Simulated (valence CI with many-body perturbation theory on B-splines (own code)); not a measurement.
**E1 transitions of V²⁺**

Calculated by valence CI with perturbative core correlation (CI+MBPT): three valence electrons over a frozen Dirac-Fock core [Ar], a basis of 7 s, 7 p, 8 d, 6 f, 4 g, 1 h functions for each j, with the one-electron correlation potential Σ1, the two-electron term Σ2, the three-electron term Σ3, Breit, model QED; selected CI, second order for the rest, scaled by the run's own slope (own B-spline code, finite nucleus).

Against 62 measured levels this calculation errs by 1108 cm⁻¹ on average and by 2012 at most. These come from a selection out of Sugar and Corliss, J. Phys. Chem. Ref. Data 7, 1191 (1978). Levels without a partner in it may be off by more, other configurations by 1,000 to 8,000 cm⁻¹. 2 measured levels below the end of the list, from 89458 cm⁻¹ on, found no clear computed partner, and computed levels of the same name lie up to 2347 cm⁻¹ from them.

Lines 251 to 300 of 463 in falling wavelength, among levels below 170090 cm⁻¹, chosen from the strongest by gf and those to the six lowest levels. Wavelengths and rates use the calculated energies, so an error of 1000 cm⁻¹ moves a line at 1806 Å by 1.8 % and its rate by three times that or more. Electric multipoles are in the length gauge, E1 and E2 with the static RPA response of the core. Weak lines are less certain than strong ones. Lines between different terms over intervals too small for the method are left out, as are lines whose strength nearly cancels. Where a level lies close to another of its J and parity, the split of strength between their lines is uncertain. The highest levels of a list are the least certain.

Names give the largest LS component (configuration and term), which can be under half, so a name can repeat, a term be missing and a line seem to break the LS rules; names also repeat where a configuration has a term twice. Letters in brackets count levels of one name in rising energy.

```tsv
λ vac (Å)	Upper	Lower	A (s⁻¹)	log gf	Branch %
1806	3d2 4d 4H_11/2	3d2 4p 4G°_9/2	1.02e+09	0.78	81.5
1806	3d2 4d 2F_7/2 [d]	3d2 4p 2F°_7/2 [c]	4.91e+08	0.28	40.0
1804	3d2 4d 4P_3/2 [a]	3d2 4p 4D°_5/2 [a]	4.88e+08	-0.02	41.4
1801	3d2 4d 4P_1/2 [a]	3d2 4p 4D°_3/2 [a]	4.97e+08	-0.32	42.2
1800	3d2 4d 4H_9/2	3d2 4p 4G°_7/2	9.65e+08	0.67	76.4
1797	3d2 4d 2H_11/2 [b]	3d2 4p 2H°_11/2	4.76e+08	0.44	35.9
1796	3d2 4d 4H_7/2	3d2 4p 4G°_5/2	1.02e+09	0.60	80.3
1795	3d2 4d 4P_1/2 [a]	3d2 4p 4D°_1/2 [a]	5.14e+08	-0.30	43.6
1795	3d2 4d 4P_3/2 [a]	3d2 4p 4D°_3/2 [a]	2.59e+08	-0.30	22.0
1795	3d2 4d 2G_9/2 [b]	3d2 4p 2F°_7/2 [b]	1.06e+09	0.71	87.4
1794	3d2 4d 4P_5/2 [a]	3d2 4p 4D°_7/2 [a]	8.00e+08	0.37	67.5
1788	3d2 4d 4P_3/2 [b]	3d2 4p 4P°_5/2	1.73e+08	-0.48	12.9
1787	3d2 4d 4F_9/2 [b]	3d2 4p 4D°_7/2 [b]	1.15e+09	0.74	87.3
1787	3d2 4d 4P_3/2 [a]	3d2 4p 2D°_5/2 [a]	2.17e+08	-0.38	18.4
1786	3d2 4d 4F_7/2 [b]	3d2 4p 2D°_5/2 [b]	4.34e+08	0.22	33.0
1785	3d2 4d 4P_5/2 [b]	3d2 4p 4P°_5/2	3.58e+08	0.01	26.9
1784	3d2 4d 2H_9/2 [b]	3d2 4p 2H°_9/2	4.69e+08	0.35	35.3
1784	3d2 4d 4D_7/2 [b]	3d2 4p 4D°_7/2 [b]	3.54e+08	0.13	29.9
1780	3d2 4d 2G_7/2 [b]	3d2 4p 2F°_5/2 [b]	1.01e+09	0.58	82.3
1780	3d2 4d 4F_5/2 [b]	3d2 4p 2D°_3/2 [b]	3.53e+08	0.00	26.6
1779	3d2 4d 4P_5/2 [a]	3d2 4p 2D°_5/2 [a]	1.15e+08	-0.49	9.7
1779	3d2 4d 4F_5/2 [b]	3d2 4p 4D°_5/2 [b]	1.08e+08	-0.51	8.1
1778	3d2 4d 4P_1/2 [b]	3d2 4p 4P°_3/2	3.28e+08	-0.51	24.3
1776	3d2 4d 4P_5/2 [b]	3d2 4p 4P°_3/2	1.39e+08	-0.40	10.4
1776	3d2 4d 4F_7/2 [b]	3d2 4p 4D°_5/2 [b]	5.82e+08	0.34	44.2
1775	3d2 5s 4F_7/2	3d2 4p 4D°_5/2 [a]	8.40e+07	-0.50	7.7
1775	3d2 5s 4P_3/2	3d2 4p 4P°_5/2	1.82e+08	-0.46	16.7
1775	3d2 5s 4F_5/2	3d2 4p 4D°_3/2 [a]	1.23e+08	-0.46	11.3
1774	3d2 4d 4F_3/2 [b]	3d2 4p 4D°_3/2 [b]	2.24e+08	-0.37	16.8
1774	3d2 5s 4F_3/2	3d2 4p 4D°_1/2 [a]	1.60e+08	-0.52	14.7
1771	3d2 4d 4F_3/2 [b]	3d2 4p 4D°_1/2 [b]	8.38e+08	0.20	62.6
1771	3d2 4d 4D_5/2 [b]	3d2 4p 4D°_5/2 [b]	3.11e+08	-0.06	26.1
1771	3d2 4d 4F_5/2 [b]	3d2 4p 4D°_3/2 [b]	5.74e+08	0.21	43.3
1769	3d2 5s 4P_1/2	3d2 4p 4P°_3/2	3.29e+08	-0.51	30.2
1769	3d2 5s 4P_5/2	3d2 4p 4P°_5/2	2.47e+08	-0.16	22.7
1766	3d2 4d 4D_3/2 [b]	3d2 4p 4D°_3/2 [b]	2.00e+08	-0.43	16.8
1764	3d2 5s 4F_9/2	3d2 4p 4D°_7/2 [a]	2.04e+08	-0.02	18.8
1763	3d2 4d 2D_5/2 [a]	3d2 4p 4D°_5/2 [a]	3.51e+08	-0.01	29.6
1762	3d2 4d 2D_3/2 [b]	3d2 4p 2D°_3/2 [b]	2.68e+08	-0.30	22.1
1759	3d2 5s 4F_7/2	3d2 4p 2D°_5/2 [a]	9.32e+07	-0.46	8.6
1759	3d2 4d 2G_9/2 [a]	3d2 4p 2F°_7/2 [a]	7.85e+08	0.56	64.7
1758	3d2 5s 2D_5/2	3d2 4p 2D°_5/2 [b]	5.04e+08	0.15	45.3
1757	3d2 4d 2G_7/2 [a]	3d2 4p 2F°_5/2 [a]	7.01e+08	0.41	57.8
1753	3d2 4d 2D_3/2 [d]	3d2 4p 2F°_5/2 [c]	7.23e+08	0.12	61.8
1751	3d2 5s 2G_9/2	3d2 4p 2H°_11/2	4.15e+08	0.28	38.3
1750	3d2 5s 2D_3/2	3d2 4p 2D°_3/2 [b]	3.24e+08	-0.23	30.2
1748	3d2 5s 2D_5/2	3d2 4p 4D°_5/2 [b]	2.06e+08	-0.25	18.5
1747	3d2 4d 2D_5/2 [a]	3d2 4p 2D°_5/2 [a]	2.55e+08	-0.15	21.5
1743	3d2 4d 2D_5/2 [d]	3d2 4p 2F°_7/2 [c]	6.81e+08	0.27	58.0
1741	3d2 4d 2D_3/2 [a]	3d2 4p 2D°_3/2 [a]	4.89e+08	-0.05	41.1
```
